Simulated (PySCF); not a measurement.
C₈H₁₄SSi, SMILES c1(ccc(C(C)(C)C)s1)[SiH3], GFN2-xTB optimised geometry.

```
24

C     -0.39    -3.20    -0.08
C     -1.14    -1.87     0.02
C     -1.94    -1.82     1.32
C     -2.10    -1.74    -1.18
C     -0.17    -0.72     0.00
C      1.19    -0.72     0.00
C      1.75     0.58     0.00
C      0.82     1.58     0.00
Si     1.08     3.44    -0.01
S     -0.78     0.91     0.00
H     -1.11    -4.02    -0.09
H      0.27    -3.34     0.77
H      0.19    -3.25    -0.99
H     -2.64    -2.65     1.36
H     -2.50    -0.89     1.39
H     -1.27    -1.89     2.18
H     -2.81    -2.56    -1.18
H     -2.65    -0.81    -1.12
H     -1.54    -1.75    -2.11
H      1.79    -1.61     0.00
H      2.81     0.76     0.00
H      0.40     4.02     1.15
H      0.53     4.00    -1.24
H      2.53     3.67     0.06
```

Density from CAM-B3LYP/def2-SVP in PySCF at that geometry.

Minimum of the electron density along straight lines between bonded atoms, close to the bond critical point (lines longer than 1.1 times the sum of covalent radii, or with two minima, are not listed):

| bond | length / Å | ρ at the minimum / e bohr⁻³ | ∇²ρ there / e bohr⁻⁵ | position (fraction from the first atom) |
|---|---|---|---|---|
| C1–C2 | 1.531 | 0.245 | -0.57 | 0.50 |
| C2–C3 | 1.535 | 0.243 | -0.56 | 0.50 |
| C2–C4 | 1.534 | 0.244 | -0.56 | 0.50 |
| C2–C5 | 1.502 | 0.257 | ___ | 0.48 |
| C5–C6 | 1.361 | 0.324 | -0.82 | 0.51 |
| C6–C7 | 1.411 | 0.299 | -0.76 | 0.50 |
| C7–C8 | 1.363 | 0.322 | -0.81 | 0.49 |
| C8–Si9 | 1.871 | 0.113 | ___ | 0.62 |
| C5–S10 | 1.737 | 0.212 | -0.45 | 0.47 |
| C8–S10 | 1.736 | 0.210 | -0.43 | 0.46 |
| C1–H11 | 1.088 | 0.277 | -1.02 | 0.63 |
| C1–H12 | 1.087 | 0.278 | -1.03 | 0.63 |
| C1–H13 | 1.087 | 0.277 | -1.03 | 0.63 |
| C3–H14 | 1.088 | 0.277 | -1.02 | 0.63 |
| C3–H15 | 1.088 | 0.278 | -1.03 | 0.63 |
| C3–H16 | 1.088 | 0.277 | -1.03 | 0.63 |
| C4–H17 | 1.088 | 0.277 | -1.02 | 0.63 |
| C4–H18 | 1.088 | 0.278 | -1.03 | 0.63 |
| C4–H19 | 1.088 | 0.277 | -1.03 | 0.63 |
| C6–H20 | 1.075 | 0.284 | -1.10 | 0.63 |
| C7–H21 | 1.076 | 0.284 | -1.10 | 0.64 |
| Si9–H22 | 1.464 | 0.118 | 0.34 | 0.49 |
| Si9–H23 | 1.465 | 0.117 | 0.33 | 0.49 |
| Si9–H24 | 1.463 | 0.117 | 0.33 | 0.49 |

Fill in the missing entries.


- C2–C5, ∇²ρ there / e bohr⁻⁵: -0.61
- C8–Si9, ∇²ρ there / e bohr⁻⁵: 0.37
